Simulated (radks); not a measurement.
Values are calculated unless marked as measured or tabulated.
Q: Valence configurations of Ho+ (all share [Xe]). Code: a radial shooting solver on a logarithmic mesh with Libxc functionals. Model: scalar-relativistic Kohn-Sham, PBE, spin-polarised, spherical densities, finite nucleus; open shells are filled with parallel spins first (spin-orbit coupling, left out, can overturn this in heavy ions); Fermi nuclear charge, rms radius 5.2022 fm. Order these by energy: 4f11 6s1; 4f10.5 5d0.5 6s1; 4f9 6s1 6p2; 4f11 6p1; 4f12; 4f11 5d1; 4f10 5d1 6s1; 4f10 6s2; 4f10 6s1 6p1; 4f10 6p2.

A: From the lowest, in eV above it: 4f11 6s1 0.000; 4f10.5 5d0.5 6s1 1.083; 4f11 5d1 2.320; 4f10 6s2 2.765; 4f12 3.010; 4f10 5d1 6s1 3.130; 4f11 6p1 3.573; 4f10 6s1 6p1 6.143; 4f10 6p2 10.408; 4f9 6s1 6p2 20.406. NIST lists [Xe] 4f11 6s1 as the ground configuration; this level of theory agrees among the configurations tried. The energies are those of spherical high-spin densities, not of single terms.
